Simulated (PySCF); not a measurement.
NP, charge +1, doublet (typed; the unrestricted solution is spin-contaminated), geometry from GFN2-xTB (a state made from the parent by changing its charge; the spin is typed, not shown lowest). Base run: PySCF with HF/aug-cc-pVDZ.

PySCF was given this input:
```python
from pyscf import gto, scf, solvent

mol = gto.M(
    atom='''
N    -0.00000000   -0.00000000   -0.98877073
P     0.00000000    0.00000000    0.46142634
''',
    basis='aug-cc-pvdz',
    charge=1,
    spin=1,
    verbose=3,
)

mf = scf.UHF(mol)
mf.kernel()
```

The base run was repeated with changes; each row names its change, and settings that it needs were set with it.

```tsv
change	ΔE vs base (kcal/mol)
base	0.000
model = IEF-PCM; solvent = 2-propanol; vdw_scale = 1.4	-59.02
model = IEF-PCM; solvent = 2-propanol; r_probe = 0.5	-55.72
model = COSMO; solvent = 2-propanol	-67.3
model = IEF-PCM; solvent = water	-71.9
model = IEF-PCM; solvent = 2-propanol; vdw_scale = 1.0	-86.4
model = IEF-PCM; solvent = dichloromethane	-64.6
model = IEF-PCM; solvent = 2-propanol; lebedev_order = 41	-69.0
model = IEF-PCM; solvent = 2-propanol; vdw_scale = 1.1	-76.2
model = IEF-PCM; solvent = 2-propanol	-69.0
model = SS(V)PE; solvent = 2-propanol	-68.1
model = IEF-PCM; solvent = n-hexane	-34.04
```

The base is the gas phase, so ΔE is the electrostatic part of solvation at a fixed geometry, without cavity and dispersion terms.

Open shells are given as the SCF converged; they aren't shown to be the lowest states, and a large step between rows can be another state.
